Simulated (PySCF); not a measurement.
## SMILES [GeH3][PH-], [GeH4P]-, charge -1

Geometry (Å), atoms numbered from 1 in this order:
```xyz
6

P     1.596   -0.871   -0.337
Ge   -0.428   -0.024   -0.031
H     2.177    0.246    0.190
H    -0.931    0.328    1.395
H    -1.555   -0.959   -0.487
H    -0.856    1.283   -0.751
```

Total charge -1.

Method: PySCF 2.14.0, GIAO B3LYP/aug-pcSseg-1 magnetisability, rotational g tensor and spin-rotation constants, non-relativistic, gas phase. Geometry: GFN2-xTB.

The calculation is non-relativistic, which matters for the atoms heavier than Zn. For an ion the centre-of-mass motion in the field is neglected. The highest occupied orbital is unbound at this level, so the values depend on the basis.

Task: Give the nuclear spin-rotation constants along the inertial axes (H = +C I·J) beside the isotropic shieldings.

Result: Rotational constants 68.1740, 4.2712, 4.2055 GHz. A star marks the isotopologue with that one atom substituted, in its own axes.
| atom | isotope | Caa (kHz) | Cbb (kHz) | Ccc (kHz) | mean (kHz) | σ (ppm) |
| --- | --- | --- | --- | --- | --- | --- |
| P1 | 31P | 48.358 | 3.275 | 3.059 | 18.231 | 668.2 |
| H3 | 1H | -7.579 | 0.096 | -0.482 | -2.655 | 33.9 |
| H4 | 1H | -3.382 | -0.117 | 0.026 | -1.157 | 26.9 |
| H5 | 1H | -3.969 | 0.169 | -0.316 | -1.372 | 28.0 |
| H6 | 1H | -3.377 | -0.121 | 0.030 | -1.156 | 26.9 |
| Ge2 | 73Ge* | -14.460 | -1.305 | -1.145 | -5.636 | 1527.0 |

For the geometry as given, no vibrational averaging.

Task: How do the rotational constants and the g tensor change when H3, H4, H5, H6 are replaced by deuterium?

Result: Constants 34.3655, 3.9052, 3.7999 GHz; g -0.1686, -0.0599, -0.0459, against -0.3325, -0.0653, -0.0505 before.
